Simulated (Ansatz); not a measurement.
C4H12N (SMILES C[N+](C)(C)C), charge +1, singlet, geometry from GFN2-xTB. Base run: PBE0/6-31G (Ansatz, a first-principles code).

The Ansatz input:
Ansatz 0.2 input:
```yaml
crystal:
  periodic: [false, false, false]
  atoms:
    - {symbol: C, position_ang: [-0.25342698, -0.62284191, -1.31180330]}
    - {symbol: N, position_ang: [0.00000000, 0.00000000, 0.00000000]}
    - {symbol: C, position_ang: [0.06935110, 1.46414215, -0.15640771]}
    - {symbol: C, position_ang: [-1.09357093, -0.34391601, 0.92671979]}
    - {symbol: C, position_ang: [1.27764681, -0.49738422, 0.54149121]}
    - {symbol: H, position_ang: [-1.19490808, -0.26461226, -1.72465318]}
    - {symbol: H, position_ang: [-0.30728344, -1.70556675, -1.21197051]}
    - {symbol: H, position_ang: [0.54700929, -0.37735136, -2.00764548]}
    - {symbol: H, position_ang: [0.25631726, 1.93850254, 0.80545821]}
    - {symbol: H, position_ang: [-0.86842299, 1.84634022, -0.55598820]}
    - {symbol: H, position_ang: [0.87349438, 1.73360112, -0.83898050]}
    - {symbol: H, position_ang: [-2.04470084, 0.01751703, 0.53957871]}
    - {symbol: H, position_ang: [-1.15707621, -1.42343746, 1.05226138]}
    - {symbol: H, position_ang: [-0.91996060, 0.10967935, 1.90102512]}
    - {symbol: H, position_ang: [1.24137430, -1.57866821, 0.66260856]}
    - {symbol: H, position_ang: [2.09566703, -0.25045282, -0.13306641]}
    - {symbol: H, position_ang: [1.47848991, -0.04555140, 1.51137230]}
basis:
  gaussian:
    orbitals: 6-31G
hamiltonian:
  xc: pbe0
total_charge: 1
```

Variants of this job, named by their change:

```csv
change,ΔE vs base (kcal/mol)
base,0.000
fitting.mean_field = cc-pVTZ-JKFIT,-0.022
"final_grid = 4, 8, 17",…
lower_state_search = full,0.000
"final_grid = 14, 28, 59",0.013
accuracy = high,0.015
"point_charge = charge:1.0 position_ang:-4.1851, -0.9335, -2.7882",62.74
lower_state_search = off,0.000
"final_grid = 6, 12, 29",…
lower_state_search = light,0.000
"point_charge = charge:-1.0 position_ang:-5.0563, 0.6883, -0.348",-67.2
```

**Question.** What belongs in the gaps?

**Answer.** 
- final_grid = 4, 8, 17, ΔE vs base (kcal/mol): 0.94
- final_grid = 6, 12, 29, ΔE vs base (kcal/mol): -0.107
